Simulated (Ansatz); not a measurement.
A structure relaxed at PBE0-D4/def2-TZVP, charge 0, multiplicity 1:

```xyz
10

C     0.8860   -0.8179   -1.1235
O     0.8784   -0.1323    0.1033
Ga   -0.5972    0.5777    0.8034
O    -2.1608    0.4890   -0.0418
S    -0.4585    1.5843    2.7264
H     1.9184   -0.8821   -1.4791
H     0.5020   -1.8407   -1.0217
H     0.3015   -0.3105   -1.9031
H    -2.1285    0.0067   -0.8708
H     0.8587    1.3258    2.8068
```

Question: Give its formula and SMILES.

Answer: CH5GaO2S, `C[O][Ga]([OH])[SH]`.

Question: Summarise the bond lengths by kind.

Answer: 1 × C–O 1.405 Å; 3 × C–H 1.094 to 1.099 Å; 2 × Ga–O 1.780 to 1.781 Å; 1 × Ga–S 2.175 Å; 1 × H–O 0.960 Å; 1 × H–S 1.345 Å.

Results of the Gaussian-basis code of Ansatz.
